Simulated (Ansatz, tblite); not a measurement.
Cost and result up the ladder for `FC(F)(F)C(F)(F)C(F)(F)C(F)(F)C(F)(F)C(F)(F)C(F)(F)C(F)(F)CC[Si](Cl)(Cl)Cl` (35 atoms). Total charge 0; singlet. Geometry: PBE-D4/def2-SVP.

Ansatz on 2 threads of AMD EPYC 7R13 on a shared host and a share (18 GiB) of an NVIDIA H100 80GB HBM3; xTB runs through tblite on one thread. Times are rough, summed over both states, and most runs start from the orbitals of an earlier one. PBE0-D4/def2-TZVP serves as the yardstick here, not as an exact answer. The other state is a doublet.

The xTB rows come from tblite. Single mean-field runs in def2-TZVP are fitted with def2-universal-jkfit. HOMO above LUMO, or a gap near zero within one spin, warns that the state may not be the lowest or that an electron is smeared out.

Raw xTB energies of ions are shifted by several eV.

```json
{"level": "GFN1-xTB", "functions": "152", "wall time": "0.28 s", "vertical IE (eV)": "14.78", "difference from PBE0-D4/def2-TZVP (eV)": "3.91", "remarks": "–"}
{"level": "GFN2-xTB", "functions": "148", "wall time": "0.37 s", "vertical IE (eV)": "14.57", "difference from PBE0-D4/def2-TZVP (eV)": "3.71", "remarks": "–"}
{"level": "PBE-D4/def2-TZVP (with forces)", "functions": "1009", "wall time": "21 s", "vertical IE (eV)": "9.78", "difference from PBE0-D4/def2-TZVP (eV)": "-1.08", "remarks": "gap within one spin near zero (+1 doublet)"}
{"level": "PBE0-D4/def2-TZVP", "functions": "1009", "wall time": "33 s", "vertical IE (eV)": "10.86", "difference from PBE0-D4/def2-TZVP (eV)": "0.00", "remarks": "–"}
{"level": "B97M-V/def2-TZVP", "functions": "1009", "wall time": "41 s", "vertical IE (eV)": "10.27", "difference from PBE0-D4/def2-TZVP (eV)": "-0.59", "remarks": "gap within one spin near zero (+1 doublet)"}
```
